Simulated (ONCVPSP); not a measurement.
**u(r) = r·R(r): atom against pseudo-atom (cadmium)**

Columns: radius, all-electron u(r) and pseudo u(r) of the 4d shell (level -11.90 eV) of cadmium in the configuration [Ar] 3d10 4s2 4p6 4d10 5s2; LDA (Perdew-Wang 92), scalar-relativistic, ONCV scheme, ONCVPSP 4.0.1.

```
r (bohr)  all-electron  pseudo
   0.082       -0.1733  0.0029
   0.165       -0.4388  0.0226
   0.248       -0.4609  0.0720
   0.330       -0.2803  0.1557
   0.413       -0.0084  0.2730
   0.495        0.2657  0.4112
   0.578        0.5045  0.5591
   0.660        0.6858  0.6970
   0.742        0.8126  0.8132
   0.825        0.8917  0.8990
   0.908        0.9312  0.9493
   0.990        0.9406  0.9660
   1.072        0.9289  0.9554
   1.155        0.9020  0.9246
   1.238        0.8653  0.8813
   1.320        0.8232  0.8326
   1.402        0.7779  0.7823
   1.485        0.7309  0.7322
   1.568        0.6839  0.6841
   1.650        0.6386  0.6385
   1.733        0.5944  0.5943
   1.815        0.5527  0.5526
   1.898        0.5127  0.5127
   1.980        0.4756  0.4755
   2.062        0.4407  0.4407
   2.145        0.4078  0.4077
```

(1) How many radial nodes do the two functions have?

(2) At about which radius was the pseudo-wave matched?

(3) Is the pseudo-wave norm-conserving?

Answers

(1) The all-electron 4d function has n − l − 1 = 1; the pseudo-wave has 0, since the states of the same l below it are removed with the core.

(2) 1.65 bohr, where the columns begin to agree (steps of 0.08 bohr).

(3) Yes: the ONCV scheme keeps the norm inside the radius equal to the all-electron one, which fixes the energy derivative of the logarithmic derivative at the level.
